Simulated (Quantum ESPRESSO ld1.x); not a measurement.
All-electron atom: Hg in [Hg]. All-electron calculation, Dirac Kohn-Sham, BLYP, spin-unpolarised, spherical densities, point nucleus. Program: ld1.x of Quantum ESPRESSO 7.5. Some entries of the table are withheld. Estimate them.

orbital  occ.  eigenvalue (hartree)  r(max) (bohr)
1s1/2       2              -3052.25        0.01022
2s1/2       2              -540.501        0.05934
2p1/2       2              -518.510        0.04361
2p3/2       4              -446.898        0.05110
3s1/2       2                   (1)         0.1670
3p1/2       2              -118.349            (2)
3p3/2       4              -102.488            (3)
3d3/2       4              -86.1523            (4)
3d5/2       6              -82.7543            (5)
4s1/2       2              -28.1812         0.3761
4p1/2       2              -23.9463         0.3741
4p3/2       4              -20.1149         0.4053
4d3/2       4              -13.2031         0.3976
4d5/2       6              -12.4891         0.4071
5s1/2       2              -4.33001         0.8280
4f5/2       6              -3.59393         0.3642
4f7/2       8              -3.43984         0.3687
5p1/2       2              -2.93246            (6)
5p3/2       4              -2.25850            (7)
5d3/2       4                   (8)          1.143
5d5/2       6                   (9)          1.181
6s1/2       2                  (10)          2.209

Answer. 
(1) 3s1/2 eigenvalue (hartree): -128.236
(2) 3p1/2 r(max) (bohr): 0.1558
(3) 3p3/2 r(max) (bohr): 0.1710
(4) 3d3/2 r(max) (bohr): 0.1330
(5) 3d5/2 r(max) (bohr): 0.1372
(6) 5p1/2 r(max) (bohr): 0.8727
(7) 5p3/2 r(max) (bohr): 0.9519
(8) 5d3/2 eigenvalue (hartree): -0.39835
(9) 5d5/2 eigenvalue (hartree): -0.33089
(10) 6s1/2 eigenvalue (hartree): -0.24992
